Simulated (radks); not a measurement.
Spherical quantum dot in the effective-mass picture: electrons in a parabolic well V = omega^2 r^2 / 2 with omega = 2.91, all in effective atomic units (hartree* = m*/eps^2 hartree, bohr* = eps/m* bohr), one dielectric constant everywhere. Method: non-relativistic Kohn-Sham, PBE, spin-polarised, spherical densities; computed with a radial shooting solver with Libxc functionals. Levels are named by radial order and angular momentum (1s, 1p, 1d, 2s, ...), and open shells are averaged over m. Results are scaled to m* = 0.04 and eps = 10.9, for which hartree* = 9.161 meV and bohr* = 14.42 nm.

N = 13, configuration 1s2 1p6 1d(up 5, down 0). This is the lowest configuration that the search found. Occupied and some empty levels:

| level | occupation | eigenvalue (meV) | <r> (nm) |
|---|---|---|---|
| 1s up | 1 | 143.74 | 11.73 |
| 1s down | 1 | 144.86 | 11.50 |
| 1p up | 3 | 161.53 | 15.00 |
| 1p down | 3 | 163.32 | 14.88 |
| 1d up | 5 | 180.83 | 17.43 |
| 1d down | 0 | 182.89 | 17.41 |
| 2s up | 0 | 183.44 | 15.66 |
| 2s down | 0 | 184.77 | 15.79 |
| 1f up | 0 | 201.38 | 19.44 |
| 1f down | 0 | 203.47 | 19.49 |
| 2p up | 0 | 205.11 | 17.91 |
| 2p down | 0 | 206.33 | 18.00 |

Energy (meV): total 1545.33, kinetic 354.64, external 634.71, Hartree 650.72, exchange-correlation -94.749.
